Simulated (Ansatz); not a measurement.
## Abstraction of Cl: BCl3 + SbH2 → BCl2 + SbH2Cl

Species: BCl3 (boron trichloride) `ClB(Cl)Cl`, singlet; SbH2 `[SbH2]`, doublet; BCl2 `Cl[B]Cl`, doublet; SbH2Cl `[Cl][SbH2]`, singlet. A radical takes Cl: the energy is the difference in strength between the B–Cl bond broken and the Sb–Cl bond made.

Shapes, held fixed at every level: PBE0-D4/def2-TZVP. Programs: Ansatz 0.2.0. The zero-point and thermal change to 298 K, harmonic and unscaled (PBE0-D4/def2-TZVP), is +0.5 kJ/mol.

**Question.** Estimate ΔH(298 K) of this reaction.

**Answer.** The highest level, CCSD(T)/def2-TZVPP, gives ΔH(298 K) = +185.3 kJ/mol; the levels span +169.2 to +190.4. The column of differences is taken from that level and isn't an error. No measured value is set beside it here. Open shells run unrestricted unless RO is named. For atoms past krypton def2 sets carry core potentials with scalar relativity. Correlated rows may include outer-core shells of Sb, which these sets cover unevenly.

```csv
level,kind,ΔH(298 K) (kJ/mol),less CCSD(T)/def2-TZVPP
B3LYP-D4/def2-TZVPP,global hybrid,+169.2,-16.1
PBE0-D4/def2-TZVPP,global hybrid,+174.1,-11.2
wB97M-V/def2-TZVPP,range-separated hybrid,+190.4,+5.1
wB97X-V/def2-TZVPP,range-separated hybrid,+178.1,-7.2
B2PLYP/def2-TZVPP,double hybrid,+176.2,-9.1
CCSD/def2-TZVPP,coupled cluster or CI,+185.2,-0.1
CCSD(T)/def2-TZVPP,coupled cluster or CI,+185.3,0.0
```
